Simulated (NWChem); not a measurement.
SiAsH₄, doublet; SMILES [SiH3][AsH]

Program: NWChem. Spin-unrestricted. All runs use the structure optimised with PBE-D3(BJ)/def2-SVP, spin-unrestricted. No stability test was run on the SCF state. Vertical excitations in the gas phase; the lowest state need not have the same character in each row. Excited states of an open shell can be spin-contaminated.

For level PBE0/def2-SVP, TDA:

```
Property                                                     Result
-----------------------------------------------------------  ------
lowest empty minus highest occupied level, either spin (eV)    3.60
```

Task: How do the values read with level B3LYP/def2-SVP, TDA instead?

Result: The lowest empty minus highest occupied level, either spin (eV) is 2.91.
